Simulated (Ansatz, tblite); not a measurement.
Forces on `Sc1ccc(-c2ccc(-c3ccc(S)nc3)nc2)nc1` at its PBE-D4/def2-SVP geometry. Charge 0, multiplicity 1.

The xTB rows come from tblite. Single mean-field runs in def2-TZVP are fitted with def2-universal-jkfit.

GFN2-xTB (tblite), largest force 0.99 eV/Å:

```xyz
31
positions Å, forces eV/Å
S     5.195    0.027    5.154   -0.569    0.303    0.235
C     3.857    0.085    3.998   -0.535   -0.064   -0.688
C     2.595    0.654    4.262    0.133   -0.097   -0.118
C     1.617    0.638    3.265    0.165   -0.062    0.010
C     1.904    0.053    2.010    0.276   -0.021    0.181
C     0.920   -0.001    0.905   -0.173    0.006   -0.141
C     1.271   -0.578   -0.335   -0.090    0.035    0.026
C     0.339   -0.624   -1.369    0.005    0.051    0.143
C    -0.956   -0.089   -1.165    0.160    0.038    0.273
C    -2.000   -0.099   -2.214   -0.293    0.060   -0.127
C    -1.801   -0.617   -3.515   -0.095    0.008   -0.064
C    -2.837   -0.588   -4.446   -0.037    0.115    0.285
C    -4.074   -0.029   -4.049    0.600   -0.099    0.340
S    -5.412    0.020   -5.213   -0.070    0.349    0.923
N    -4.289    0.470   -2.821    0.888   -0.357   -0.170
C    -3.283    0.433   -1.941   -0.066   -0.061   -0.262
N    -1.296    0.462    0.023    0.913   -0.320    0.002
C    -0.399    0.501    1.006   -0.091   -0.064   -0.253
N     3.120   -0.489    1.765   -0.008    0.337    0.892
C     4.053   -0.476    2.712   -0.347    0.095   -0.095
H     4.541    0.659    6.168    0.245   -0.250   -0.414
H     2.376    1.107    5.241    0.161   -0.270   -0.559
H     0.634    1.083    3.472    0.637   -0.278   -0.112
H     2.287   -0.983   -0.451   -0.622    0.235    0.024
H     0.619   -1.076   -2.331   -0.165    0.279    0.603
H    -0.832   -1.048   -3.810   -0.602    0.262    0.161
H    -2.698   -0.988   -5.461   -0.156    0.277    0.642
H    -6.255    0.617   -4.325    0.358   -0.281   -0.455
H    -3.473    0.847   -0.937   -0.014   -0.243   -0.700
H    -0.752    0.963    1.946    0.107   -0.289   -0.699
H     5.027   -0.933    2.455   -0.715    0.307    0.116
```

PBE-D4/def2-TZVP (Ansatz), largest force 0.36 eV/Å:

```
S -0.237 0.107 0.046
C -0.183 -0.002 -0.181
C 0.017 -0.026 -0.044
C 0.071 -0.028 0.011
C -0.045 0.100 0.188
C -0.068 -0.026 -0.131
C -0.052 0.014 0.001
C 0.011 0.024 0.071
C 0.201 -0.096 -0.052
C -0.129 0.017 -0.094
C -0.043 0.009 -0.001
C -0.022 0.039 0.079
C 0.241 -0.112 -0.044
S 0.019 0.088 0.260
N 0.044 -0.019 -0.022
C 0.208 -0.031 0.093
N 0.047 -0.012 0.004
C 0.183 -0.031 0.101
N -0.028 0.026 0.056
C 0.098 0.055 0.230
H 0.097 -0.098 -0.162
H 0.076 -0.132 -0.281
H 0.284 -0.124 -0.055
H -0.296 0.108 -0.003
H -0.075 0.123 0.266
H -0.277 0.125 0.083
H -0.044 0.117 0.291
H 0.110 -0.087 -0.141
H 0.011 -0.125 -0.338
H 0.090 -0.137 -0.294
H -0.310 0.137 0.062
```

PBE0-D4/def2-TZVP (Ansatz), largest force 0.75 eV/Å:

```
S -0.600 0.262 0.098
C -0.399 -0.011 -0.416
C 0.157 -0.154 -0.242
C 0.227 -0.127 -0.095
C 0.369 0.041 0.431
C -0.307 -0.048 -0.418
C -0.229 0.121 0.124
C -0.103 0.118 0.216
C 0.397 -0.011 0.378
C -0.414 0.033 -0.325
C -0.214 0.103 0.103
C -0.092 0.140 0.300
C 0.410 -0.069 0.250
S 0.068 0.229 0.711
N 0.593 -0.288 -0.258
C 0.216 -0.121 -0.161
N 0.615 -0.274 -0.168
C 0.198 -0.128 -0.150
N -0.235 0.298 0.573
C -0.206 0.171 0.239
H 0.249 -0.242 -0.390
H 0.127 -0.243 -0.521
H 0.536 -0.240 -0.112
H -0.550 0.205 0.016
H -0.150 0.242 0.516
H -0.517 0.231 0.154
H -0.088 0.221 0.545
H 0.289 -0.224 -0.359
H 0.050 -0.232 -0.606
H 0.175 -0.260 -0.555
H -0.571 0.256 0.122
```
